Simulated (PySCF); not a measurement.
BH3, SMILES B. The structure is a stationary point at B3LYP-D3(BJ)/def2-TZVPD. The isomer is the one that the SMILES or the coordinates give; other isomers of the formula were not compared.

TDA-CAM-B3LYP/def2-TZVPD in PySCF puts the lowest singlet excitations at 5.88, 5.88, 9.40, 9.40, 10.88, 11.14 eV and the lowest triplet (TDA) at 5.10 eV.

Q: What are the lowest singlet roots from EOM-CCSD/aug-cc-pVDZ run with PySCF 2.14.0? (An estimate is asked for; the answer gives what the named calculation found.)

A: 6.09, 6.09, 9.93, 9.93, 10.79, 10.87 eV; triplets 5.42, 5.42, 9.59 eV. S1 differs by 0.21 eV (second minus first; roots are paired by order, and the bases may differ).
